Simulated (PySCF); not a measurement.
# Ionisation energy of Hf⁴⁵⁺ by level of theory

Hf⁴⁵⁺ [Ar] 3d9 [3d3/2^4 3d5/2^5, M_J = 5/2] → Hf⁴⁶⁺ [Ar] 3d8 [3d3/2^4 3d5/2^4, M_J = 4], as a difference of total energies. All numbers are calculated (PySCF 2.14, the two-component X2C-1e Hamiltonian, in an even-tempered Gaussian basis (16 s from 11 bohr⁻², ratio 2.8; 13 p from 14 bohr⁻², ratio 2.8; 8 d from 14 bohr⁻², ratio 2.8; 3 f from 52 bohr⁻², ratio 3)). Correlated levels: [Ne] frozen; the 80 highest virtual spinors dropped. "Screened" scales the spin-orbit matrix elements by Boettger's factors to mimic the two-electron term; Breit and QED terms are absent.

```json
{"method": "GHF (spin-free)", "ionisation energy (eV)": "3881.9"}
{"method": "GMP2 (spin-free)", "ionisation energy (eV)": "3883.3"}
{"method": "GHF (screened spin-orbit)", "ionisation energy (eV)": "3859.9"}
{"method": "GMP2 (screened spin-orbit)", "ionisation energy (eV)": "3861.3"}
```

Breit and QED terms and the two-electron picture change are absent.

The spin-free rows relax to the high-spin LS determinant and lack the spin-orbit shift.

The labels give the starting determinants; with spin-orbit coupling the two ends relaxed to ⟨J²⟩ = 8.75, ⟨L²⟩ = 6.05, ⟨S²⟩ = 0.80 and ⟨J²⟩ = 20.00, ⟨L²⟩ = 13.07, ⟨S²⟩ = 1.80.

For comparison: 3858 ± 4 eV (theoretical estimate listed by NIST; NIST Atomic Spectra Database, ionization energies).
